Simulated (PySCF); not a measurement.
SF6.
SMILES: `FS(F)(F)(F)(F)F`

Linear response at PBE0/aug-cc-pVTZ (PySCF, frozen core in the response, non-relativistic). Geometry: PBE0-D3(BJ)/def2-TZVP; no solvent, vibrations or thermal averaging.

Static isotropic polarisability: 30.05 au (4.45 Å³), principal values 30.0, 30.0, 30.1 au.

What is the polarisability at 1064 nm and at the sodium D line?

30.15 au at 1064 nm (+0.3 %), 30.37 au at 589.3 nm (+1.1 %). The rise at 589.3 nm is 3.30 times that at 1064 nm; a pure ω² law gives 3.26. The lowest singlet lies at 137 nm, shorter than both wavelengths.

What is the isotropic C6 coefficient between two such molecules, C6 = (3/π)∫α(iω)² dω?

615.6 au (Eh·bohr⁶) by a ten-point quadrature over imaginary frequencies, which is 368 eV·Å⁶ or 35.5 J·nm⁶/mol.

Which effective excitation energy ω̄ makes London's formula C6 = (3/4)α²ω̄ exact here?

ω̄ = 4·C6/(3α²) = 0.909 Eh = 24.7 eV. A one-pole form α(ω) = α/(1 − ω²/ω̄²) fitted to the 1064 nm value gives 20.3 eV.

What three-body coefficient follows from the one-pole estimate C9 = (3/4)·α·C6?

13900 au. This is an estimate from the two numbers above, not a computed integral.

How anisotropic is the static polarisability, by Δα² = ½[(α1 − α2)² + (α2 − α3)² + (α3 − α1)²]?

Δα = 0.0 au, or 0.00 of the isotropic value.

What does −C6/R⁶ come to at R = 8 Å between centres?

-140 J/mol. This is the leading, orientation-averaged term; C8 and higher terms are left out.

What molar refraction at the D line follows from R = (4π/3)·N_A·α′, with α′ the polarisability volume?

α′ = 4.50 Å³ gives R = 11.35 cm³/mol, for isolated, non-vibrating species.

What n − 1 at the D line would an ideal gas of it have at 273.15 K and 1 atm (2.6868 × 10¹⁹ cm⁻³), by n − 1 = 2π·N·α′?

7.60 × 10⁻⁴, a formal value whether or not that pressure can be reached.

The lowest 10 singlets have (eV, f): 9.05, 0.000; 9.05, 0.000; 9.05, 0.000; 10.21, 0.000; 10.21, 0.000; 10.21, 0.000; 10.54, 0.079; 10.54, 0.080; 10.54, 0.080; 12.19, 0.000. What share of the static polarisability do they carry in the sum over states α = Σ f/ω²?

1.59 au, 5.3 % of α; the largest term, 0.53 au, is that of the state at 10.54 eV. Their oscillator strengths add up to 0.24. Higher states carry the rest.
